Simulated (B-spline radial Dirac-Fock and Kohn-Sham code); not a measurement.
# The Au atom: differential elastic cross section for electrons at 355 eV

Level of theory: relativistic (Dirac) partial waves in the static field of the Dirac-Fock atom with Furness-McCarthy exchange, without polarisation or absorption potentials; a radial finite-basis atomic code.

```
θ (°)  dσ/dΩ (a₀²/sr)  Sherman function
    0            84.4             0.000
   10            37.6             0.003
   20            6.89            -0.001
   30           0.641            -0.096
   40           0.908             0.000
   50            1.29             0.060
   60           0.596             0.132
   70          0.0303             0.466
   80           0.236            -0.213
   90           0.566            -0.121
  100           0.426            -0.110
  110          0.0872            -0.206
  120          0.0234            -0.117
  130           0.149            -0.009
  140           0.127            -0.040
  150          0.0389            -0.211
  160           0.258            -0.033
  170           0.768            -0.007
  180            1.05             0.000
```

The total elastic cross section is 15.9 a₀², the first transport cross section 3.59 a₀² and the second, weighted with (3/2) sin²θ, 5.24 a₀². The mean deflection is ⟨1 − cos θ⟩ = 0.226, and 8.8 % of the collisions scatter beyond 90°.

On this grid of angles the cross section has minima near 30°, 70°, 120°, 150°, from interference among the few low partial waves with large phase shifts.

Values without a named source are computed, but for edge energies of neutral atoms, which are taken from tables.
